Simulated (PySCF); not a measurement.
Static response to an electric field

C11H12F (charge +1).
Numbering: `[F:1][c+:2]1[cH:3][cH:4][cH:5][cH:6][cH:7][c:8]1[CH:9]1[CH2:10][CH2:11][CH2:12]1` (hydrogens: H13 on C3; H14 on C4; H15 on C5; H16 on C6; H17 on C7; H18 on C9; H19, H20 on C10; H21, H22 on C11; H23, H24 on C12)

Cartesian coordinates in Å at the PBE0-D3(BJ)/def2-SVP level; atoms count from 1:
```xyz
24
C11H12F angstrom
F      0.9796   -1.0730   -2.3152
C      1.3687   -0.9803   -1.0647
C      2.7474   -1.1125   -0.8978
C      3.5066   -1.0548    0.2655
C      3.0698   -0.8433    1.5726
C      1.7592   -0.6467    2.0033
C      0.5798   -0.6206    1.2584
C      0.3394   -0.7718   -0.1151
C     -1.0686   -0.6886   -0.5979
C     -2.1295   -1.5118    0.1982
C     -2.8733   -0.2210    0.5886
C     -1.8434    0.6119   -0.1961
H      3.2839   -1.2834   -1.8363
H      4.5833   -1.1905    0.1298
H      3.8425   -0.8295    2.3464
H      1.6316   -0.4936    3.0790
H     -0.3222   -0.4517    1.8545
H     -1.1042   -0.8820   -1.6741
H     -1.7242   -2.1030    1.0331
H     -2.6909   -2.1967   -0.4510
H     -3.9022   -0.1519    0.2123
H     -2.9020   -0.0154    1.6686
H     -2.2374    1.1455   -1.0714
H     -1.2555    1.3278    0.3975
```

Level: CAM-B3LYP/def2-SVPD (PySCF), static field, nuclei fixed, core orbitals frozen in the response. The polarisability tensor in these axes (au):

```
x   168.20  -9.45   6.00
y    -9.45  81.41   4.54
z     6.00   4.54 124.81
```

What are the eigenvalues, a third of the trace, and Δα (Δα² = ½Σ(αi − αj)² over the three pairs)?

Principal values 79.80, 124.73 and 169.88 au; mean 124.81 au = 18.49 Å³ = 20.58 × 10⁻⁴⁰ C²·m²/J; Δα = 78.02 au (63 % of the mean).

Give the eigenvalues of the traceless quadrupole moment Θ = ½Σq(3rr − r²1), origin at the centre of nuclear charge.

-24.62, -4.57, 29.19 D·Å. The values depend on the origin, since the species is charged. The electronic extent ⟨r²⟩ about the same centre is 2155 bohr², a root-mean-square distance of 2.65 Å for the 86 electrons.

What depolarisation ratio follows for Rayleigh scattering of linearly polarised light, taking the static tensor?

ρ = 3Δα²/(45ᾱ² + 4Δα²) = 18260.7/(700936 + 24347.6) = 0.0252.

In TDDFT the mean static polarisability is Σ f/ω² over all singlet excitations (ω in hartree). How much of it do the 10 lowest give? Their energies (eV) and oscillator strengths: 4.37, 0.1399; 4.55, 0.0165; 4.89, 0.0014; 5.11, 0.0021; 5.19, 0.0321; 5.25, 0.0003; 5.36, 0.0578; 5.46, 0.0008; 5.97, 0.4620; 6.02, 0.5318.

They add up to 28.99 au, 23.2 % of the 124.81 au; the largest single term is 10.87 au, from the state at 6.02 eV. Terms in order: 5.41, 0.59, 0.04, 0.06, 0.88, 0.01, 1.49, 0.02, 9.61, 10.87 au. Higher excitations give the rest. The strengths listed sum to 1.245.

Along which axes do the principal values lie, and how far do the nuclei extend along each?

Largest value along (0.99, -0.10, 0.12), where the nuclei span 8.47 Å; middle along (-0.11, 0.13, 0.99), 5.32 Å; least along (0.11, 0.99, -0.11), 3.54 Å. The response follows the extents in order.

Isolated species at its PBE0-D3(BJ)/def2-SVP geometry (one conformer only).

The run behind these numbers computed excited states as well. The run took 5.5 min wall, 11 min CPU (grids of density and orbitals included) on Intel Xeon at 2.50 GHz, 2 threads, shared host with 64 logical CPUs at a one-minute load of 51, and the process peaked at 2.2 GiB of memory.
